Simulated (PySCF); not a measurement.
C5H12OSi3.
Atom-mapped SMILES: `[O:1]=[C:2]1[CH2:3][C@H:4](/[C:5]([SiH3:6])=[CH:7]\[SiH3:8])[SiH2:9]1`

Probes without a nucleus sit at each ring's centroid and 1 Å off its mean plane on both sides; NICS is minus the shielding there, NICSzz its component along the normal. Level: GIAO PBE0/pcSseg-1 (PySCF, non-relativistic, gas phase) on the GFN2-xTB geometry, one conformer.

Ring bond lengths (Å), with Mayer bond orders in brackets: C2–C3 1.517 (0.92), C3–C4 1.545 (0.98), C4–Si9 1.941 (0.85), Si9–C2 1.938 (0.84).

**Question.** Give the NICS values of each ring in ppm.

**Answer.** 
| ring | type | NICS(0) | NICS(1), two faces | NICS(1)zz, two faces | rms pucker (Å) | centre to ring atoms, mean (Å) |
| --- | --- | --- | --- | --- | --- | --- |
| C2–C3–C4–Si9 | 4-membered ring with Si; formal bonds all single | 11.0 | -0.1 / 0.8 | 1.1 / -1.4 | 0.04 | 1.22 |

**Question.** What can be read from them?

**Answer.** 
- C2–C3–C4–Si9: mean NICS(1)zz -0.2 ppm, near zero. C3, C4, Si9 have four or more neighbours; no verdict on aromaticity is drawn. NICS(0) lies 11 ppm above the mean NICS(1).

**Question.** Give the inner angles of the rings and the Hirshfeld charges of the ring atoms.

**Answer.** 
- C2–C3–C4–Si9: C2 93.4° (+0.080 e), C3 99.5° (-0.081 e), C4 92.4° (-0.110 e), Si9 74.1° (+0.341 e); sum 359.3° against 360° for a flat convex ring.

On one thread of an Arm Neoverse V1, no GPU (shared host), this took 80 s wall (with the writing of density and orbital grids) and 1.1 GiB of memory at its peak. This is the whole shielding run at PBE0/pcSseg-1, SCF included.

Conformer computed: `[O:1]=[C:2]1[CH2:3][C@H:4](/[C:5]([SiH3:6])=[CH:7]\[SiH3:8])[SiH2:9]1`: C3–C4–C5–Si6 -32°.
